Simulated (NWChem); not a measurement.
C$_{3}$H$_{2}$Cl$_{2}$; SMILES ClC=C=CCl

Computed with NWChem. Pople sets run with spherical d functions. STO-3G and 3-21G are far too small for this property and stand as cheap habits. The geometry was optimised at PBE0/def2-SVP. Field at 589 nm.

**Question.** Order these runs by computing time, cheapest first, and give rough ratios: B3LYP/def2-SVPD; B3LYP/aug-cc-pVDZ; B3LYP/def2-SVP; B3LYP/STO-3G.

**Answer.** B3LYP/STO-3G (1), B3LYP/def2-SVP (4), B3LYP/def2-SVPD (10), B3LYP/aug-cc-pVDZ (40). Ratios are rough, from one shared machine; the cheapest took roughly 5 core-seconds. What differs between the cheapest and the dearest: isotropic polarisability (bohr³) 31.2 → 75.8; anisotropy (bohr³) 53.2 → 71.9.
